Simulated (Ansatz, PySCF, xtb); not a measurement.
Scan of H2B, doublet: symmetric bend, bond length relaxed. Scanned: H-B-H angle. Other coordinates (B-H bond length) were minimised at PBE0/def2-TZVP.

Levels of theory: UKS-BLYP/def2-TZVP = unrestricted BLYP/def2-TZVP (Ansatz, a program for electronic structure); GFN1-xTB (xtb); UKS-B3LYP/LANL2DZ = unrestricted B3LYP/LANL2DZ (PySCF).

Energies in eV, each method relative to its own lowest point.

| a / ° | UKS-BLYP/def2-TZVP | GFN1-xTB | UKS-B3LYP/LANL2DZ |
|---|---|---|---|
| 170.40 | … | … | 0.182 |
| 157.91 | 0.167 | 0.384 | 0.119 |
| 149.81 | 0.099 | … | 0.068 |
| 139.35 | … | 0.122 | 0.015 |
| 130.84 | 0.000 | 0.039 | 0.000 |
| 122.42 | … | 0.000 | 0.025 |
| 112.32 | 0.112 | 0.029 | 0.125 |
| 100.18 | 0.352 | 0.200 | 0.372 |
| 92.02 | 0.603 | 0.417 | 0.634 |
| 78.73 | 1.186 | 0.996 | 1.260 |
| 69.02 | 1.763 | 1.638 | 1.891 |
| 60 | 2.419 | 2.383 | 2.612 |

**Question.** What belongs in the gaps?

**Answer.** 
- 170.40, UKS-BLYP/def2-TZVP: 0.253
- 170.40, GFN1-xTB: 0.514
- 149.81, GFN1-xTB: 0.265
- 139.35, UKS-BLYP/def2-TZVP: 0.026
- 122.42, UKS-BLYP/def2-TZVP: 0.018

The scan ran from 180.0 to 60.0; beyond the range shown the relaxed coordinates jump or full CI changes its symmetry label.
